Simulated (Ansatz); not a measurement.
C2H6ClFGe can be A, `C[C](F)(Cl)[GeH3]`, or B, `C[CH2][GeH]([F])[Cl]`.

Program: Ansatz. Geometries: PBE0-D4/def2-TZVP. ΔE: electronic, gas phase. CCSD(T)/CBS is the MP2 limit (def2-TZVPP, def2-QZVPP) plus CCSD(T) − MP2 in def2-TZVPP, frozen cores. Functionals use def2-TZVPP. B3LYP here is the variant with VWN-RPA as its local correlation; programs differ in this. For Ge outer-core shells are correlated without core-valence functions, which leaves a few kJ/mol of doubt a bond. Scalar relativity is left out up to krypton. One conformer a species, not always the lowest.

(1) Which is lower in electronic energy at CCSD(T)/CBS, and by how much? (Best estimate.)

(2) Give E(B) − E(A) in kcal/mol with PBE0-D4, r2SCAN-D4, PBE-D4, B3LYP, B2PLYP, CCSD/def2-TZVPP, HF/def2-TZVPP. (Estimate.)

Largest T1 diagnostic: 0.011.

## Answers

(1) Ansatz gave: B, by 68.8 kcal/mol.

(2) The calculation gave: PBE0-D4 -67.3, r2SCAN-D4 -67.5, PBE-D4 -64.6, B3LYP -68.5, B2PLYP -69.9, CCSD/def2-TZVPP -70.2, HF/def2-TZVPP -74.5. None reverses the order clearly.

From PBE to PBE0 (25 % exact exchange), in def2-TZVPP and without D4, E(B) − E(A) moves by −2.7 kcal/mol. In def2-TZVPP, CCSD(T) changes the Hartree–Fock value by +5.5 kcal/mol (the triples alone add +1.1 kcal/mol) and MP2 by +2.5 kcal/mol.
